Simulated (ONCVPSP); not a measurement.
**What the settings do to the ONCV potential of oxygen**

Base potential:

| Item | Value |
| --- | --- |
| Element | O |
| Generator | ONCVPSP 4.0.1 |
| Type | optimised norm-conserving Vanderbilt (ONCV) |
| Functional | PBE |
| Relativity | scalar-relativistic |
| Frozen core | [He] |
| Valence charge | 6 |
| Reference configuration | 2s2 2p3 (charge +1) |
| Partial waves | 2s: rc 0.65 bohr, ncon 3, nbas 7, qcut 8.6 1/bohr, local; 2p: rc 2.10 bohr, ncon 4, nbas 8, qcut 6.7 1/bohr, 1 projector; d scattering state at 0.26 Ha: rc 1.90 bohr, ncon 4, nbas 7, qcut 6 1/bohr, 3 projectors, debl 2.7 Ha |
| Local potential | the s channel |
| Core correction | Teter function fitted to the true core (icmod 2), fcfact 0.4 |

All-electron outer shells of the reference configuration (PBE, scalar-relativistic, ld1.x):

```json
{"shell": "1s", "level (eV)": "-533.57", "outermost node (bohr)": "–", "outermost maximum (bohr)": "0.13"}
{"shell": "2s", "level (eV)": "-39.66", "outermost node (bohr)": "0.28", "outermost maximum (bohr)": "0.86"}
{"shell": "2p", "level (eV)": "-24.45", "outermost node (bohr)": "–", "outermost maximum (bohr)": "0.79"}
```

Cutoffs, loose and tight: the cutoffs (Ha) at which the residual kinetic energy of the hardest occupied pseudo-wave falls to 1 and 0.1 mHa per electron. They do not see the model core or the augmentation charge, which bear on the density cutoff. Test errors are all-electron minus pseudo excitation energies from the reference, over the configurations 2s2 2p4; 2s2 2p2; 2s2 2p1; 2s0 2p6. A dash means not determined; rows that change the core or the reference have their own tests.

```
              change    outcome  cutoff, loose  cutoff, tight  bound ghosts  GHOST(+) flags above zero  largest test error (meV)
                base  generated          43 Ha         154 Ha          none                       none                     +2068
core correction none  generated          43 Ha         154 Ha          none                       none                     +2054
         p: qcut 9.8  generated          43 Ha         154 Ha          none                       none                     +1178
```

(1) What comes out with this change to the base: reference 2s2 2p2?

(2) What comes out with this change to the base: non-relativistic?

Answers

(1) outcome: generated; cutoff, loose: 45 Ha; cutoff, tight: 168 Ha; bound ghosts: none; GHOST(+) flags above zero: none; largest test error (meV): +890.

(2) outcome: generated; cutoff, loose: 43 Ha; cutoff, tight: 152 Ha; bound ghosts: none; GHOST(+) flags above zero: none; largest test error (meV): +2068.
